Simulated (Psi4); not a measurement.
p-xylene (C$_{8}$H$_{10}$), singlet, geometry from GFN2-xTB; TPSS/6-31G in Psi4.

Here is a job for Psi4.
```
memory 2 GB

molecule {
0 1
  C     2.90010343    0.10407050    0.07787277
  C     1.40316491    0.03832036    0.03106845
  C     0.69680774    0.62920730   -1.00842597
  C    -0.68465728    0.58487718   -1.04300050
  C    -1.40253119   -0.05177108   -0.03913414
  C    -2.90108119   -0.08331770   -0.06542841
  C    -0.69623188   -0.64142983    1.00109676
  C     0.68523148   -0.59706443    1.03569245
  H     3.31899475    0.12674528   -0.92572707
  H     3.21787642    1.01005545    0.59561790
  H     3.30982381   -0.74990579    0.61248457
  H     1.23551140    1.12768548   -1.80226716
  H    -1.21364435    1.04918714   -1.86364012
  H    -3.27853436   -0.98551728    0.41076665
  H    -3.30198950    0.77524528    0.47493309
  H    -3.27255782   -0.04106511   -1.08678823
  H    -1.23473299   -1.14420713    1.79236000
  H     1.21441655   -1.06557715    1.85381189
}

set basis 6-31g
set reference uks

energy('tpss')
print_variables()
```

What the program printed (banner, timings and long lists left out):

```
   => Loading Basis Set <=

    Name: 6-31G
    Role: ORBITAL
    Keyword: BASIS

         ---------------------------------------------------------
                                   SCF
               by Justin Turney, Rob Parrish, Andy Simmonett
                          and Daniel G. A. Smith
                              UKS Reference
         ---------------------------------------------------------

  ==> Geometry <==

    Molecular point group: c1
    Full point group: C1

    Geometry (in Angstrom), charge = 0, multiplicity = 1:

       Center              X                  Y                   Z               Mass
    ------------   -----------------  -----------------  -----------------  -----------------
         C            2.900058196341     0.105030574474     0.078448476303    12.000000000000
         C            1.403119676341     0.039280434474     0.031644156303    12.000000000000
         C            0.696762506341     0.630167374474    -1.007850263697    12.000000000000
         C           -0.684702513659     0.585837254474    -1.042424793697    12.000000000000
         C           -1.402576423659    -0.050811005526    -0.038558433697    12.000000000000
         C           -2.901126423659    -0.082357625526    -0.064852703697    12.000000000000
         C           -0.696277113659    -0.640469755526     1.001672466303    12.000000000000
         C            0.685186246341    -0.596104355526     1.036268156303    12.000000000000
         H            3.318949516341     0.127705354474    -0.925151363697     1.007825032230
         H            3.217831186341     1.011015524474     0.596193606303     1.007825032230
         H            3.309778576341    -0.748945715526     0.613060276303     1.007825032230
         H            1.235466166341     1.128645554474    -1.801691453697     1.007825032230
         H           -1.213689583659     1.050147214474    -1.863064413697     1.007825032230
         H           -3.278579593659    -0.984557205526     0.411342356303     1.007825032230
         H           -3.302034733659     0.776205354474     0.475508796303     1.007825032230
         H           -3.272603053659    -0.040105035526    -1.086212523697     1.007825032230
         H           -1.234778223659    -1.143247055526     1.792935706303     1.007825032230
         H            1.214371316341    -1.064617075526     1.854387596303     1.007825032230

  Running in c1 symmetry.

  Rotational constants: A =      0.18166  B =      0.04858  C =      0.03889 [cm^-1]
  Rotational constants: A =   5446.06522  B =   1456.47927  C =   1165.74831 [MHz]
  Nuclear repulsion =  342.359871059990098

  Charge       = 0
  Multiplicity = 1
  Electrons    = 58
  Nalpha       = 29
  Nbeta        = 29

  ==> Algorithm <==

  SCF Algorithm Type is DF.
  DIIS enabled.
  MOM disabled.
  Fractional occupation disabled.
  Guess Type is SAD.
  Energy threshold   = 1.00e-06
  Density threshold  = 1.00e-06
  Integral threshold = 1.00e-12

  ==> Primary Basis <==

  Basis Set: 6-31G
    Blend: 6-31G
    Number of shells: 60
    Number of basis functions: 92
    Number of Cartesian functions: 92
    Spherical Harmonics?: false
    Max angular momentum: 1

  ==> DFT Potential <==

   => LibXC <=

    Version 7.1.2
    S. Lehtola, C. Steigemann, M. J. T. Oliveira, and M. A. L. Marques,  SoftwareX 7, 1–5 (2018) (10.1016/j.softx.2017.11.002)

   => Composite Functional: TPSS <=

    TPSS Meta-GGA XC Functional

    J. Tao, et al., Phys. Rev. Lett., 91, 146401, 2003

    Deriv               =              1
    GGA                 =           TRUE
    Meta                =           TRUE

    Exchange Hybrid     =          FALSE
    MP2 Hybrid          =          FALSE

   => Exchange Functionals <=

    1.0000   XC_MGGA_X_TPSS

   => Correlation Functionals <=

    1.0000   XC_MGGA_C_TPSS

   => LibXC Density Thresholds  <==

    XC_MGGA_C_TPSS:  1.00E-15
    XC_MGGA_X_TPSS:  1.00E-15

   => Molecular Quadrature <=

    Radial Scheme          =       TREUTLER
    Pruning Scheme         =           NONE
    Nuclear Scheme         =       TREUTLER

    Blocking Scheme        =         OCTREE
    BS radius alpha        =              1
    Pruning alpha          =              1
    Radial Points          =             75
    Spherical Points       =            302
    Total Points           =         377110
    Total Blocks           =           2847
    Max Points             =            256
    Max Functions          =             89
    Weights Tolerance      =       1.00E-15

   => Loading Basis Set <=

    Name: (6-31G AUX)
    Role: JKFIT
    Keyword: DF_BASIS_SCF

  ==> Integral Setup <==

  SCF_SUBTYPE=INCORE selected. In-core MEM_DF algorithm will be used.
  Using in-core AOs.

  ==> MemDFJK: Density-Fitted J/K Matrices <==

    J tasked:                   Yes
    K tasked:                    No
    wK tasked:                   No
    Algorithm:                 Core
    Schwarz Cutoff:           1E-12
    Mask sparsity (%):       3.1427
    Fitting Condition:        1E-10

   => Auxiliary Basis Set <=

  Basis Set: (6-31G AUX)
    Blend: CC-PVDZ-JKFIT
    Number of shells: 282
    Number of basis functions: 898
    Number of Cartesian functions: 898
    Spherical Harmonics?: false
    Max angular momentum: 3

  Minimum eigenvalue in the overlap matrix is 5.2664278930E-04.
  Reciprocal condition number of the overlap matrix is 9.2335546166E-05.
    Using symmetric orthogonalization.

  ==> Pre-Iterations <==

  SCF Guess: Superposition of Atomic Densities via on-the-fly atomic UHF (no occupation information).

   -------------------------
    Irrep   Nso     Nmo
   -------------------------
     A         92      92
   -------------------------
    Total      92      92
   -------------------------

  ==> Iterations <==

                           Total Energy        Delta E     RMS |[F,P]|

   @DF-UKS iter SAD:  -310.37910496098624   -3.10379e+02   0.00000e+00
   @DF-UKS iter   1:  -310.29987243237929    7.92325e-02   1.06830e-02 ADIIS/DIIS
   @DF-UKS iter   2:  -310.06349477162564    2.36378e-01   1.23906e-02 ADIIS/DIIS
   @DF-UKS iter   3:  -310.86735786914983   -8.03863e-01   7.75894e-04 ADIIS/DIIS
   @DF-UKS iter   4:  -310.86817700566399   -8.19137e-04   7.20505e-04 ADIIS/DIIS
   @DF-UKS iter   5:  -310.87047197541420   -2.29497e-03   6.47900e-05 DIIS
   @DF-UKS iter   6:  -310.87048648445443   -1.45090e-05   3.95865e-05 DIIS
   @DF-UKS iter   7:  -310.87049360190105   -7.11745e-06   1.78497e-06 DIIS
   @DF-UKS iter   8:  -310.87049361984964   -1.79486e-08   2.05669e-07 DIIS
  Energy and wave function converged.

  ==> Post-Iterations <==

   Electrons on quadrature grid:
      Nalpha   =   29.0000013870 ; deviation = 1.387e-06
      Nbeta    =   29.0000013870 ; deviation = 1.387e-06
      Ntotal   =   58.0000027741 ; deviation = 2.774e-06

   @Spin Contamination Metric:   0.000000000E+00
   @S^2 Expected:                0.000000000E+00
   @S^2 Observed:                0.000000000E+00
   @S   Expected:                0.000000000E+00
   @S   Observed:                0.000000000E+00

    Orbital Energies [Eh]
    ---------------------

    Alpha Occupied:

[...]
    Alpha Virtual:

[...]
    Beta Occupied:

[...]
    Beta Virtual:

[...]
    Final Occupation by Irrep:
              A
    DOCC [    29 ]
    SOCC [     0 ]
    NA   [    29 ]
    NB   [    29 ]

  @DF-UKS Final Energy:  -310.87049361984964

   => Energetics <=

    Nuclear Repulsion Energy =            342.3598710599900983
    One-Electron Energy =               -1095.6212857906630234
    Two-Electron Energy =                 489.7163774557853912
    DFT Exchange-Correlation Energy =     -47.3254563449621344
    Empirical Dispersion Energy =           0.0000000000000000
    VV10 Nonlocal Energy =                  0.0000000000000000
    Total Energy =                       -310.8704936198496398

  UHF NO Occupations:
  HONO-2 :   27  A 2.0000000
  HONO-1 :   28  A 2.0000000
  HONO-0 :   29  A 2.0000000
  LUNO+0 :   30  A 0.0000000
  LUNO+1 :   31  A 0.0000000
  LUNO+2 :   32  A 0.0000000
  LUNO+3 :   33  A 0.0000000

Computation Completed

Properties will be evaluated at   0.000000,   0.000000,   0.000000 [a0]

Properties computed using the SCF density matrix

 Multipole Moments:

 ------------------------------------------------------------------------------------
     Multipole            Electronic (a.u.)      Nuclear  (a.u.)        Total (a.u.)
 ------------------------------------------------------------------------------------

 L = 1.  Multiply by 2.5417464519 to convert [e a0] to [Debye]
 Dipole X            :          0.0031805           -0.0049577           -0.0017772
 Dipole Y            :         -0.0675093            0.1052281            0.0377187
 Dipole Z            :         -0.0404818            0.0630997            0.0226180
 Magnitude           :                                                    0.0440163

 ------------------------------------------------------------------------------------

  Variable Map:
  ----------------------------------------------------------------------------
[...]
  Array Variable Map:
  ----------------------------------------------------------------------------
[...]
[...]
```
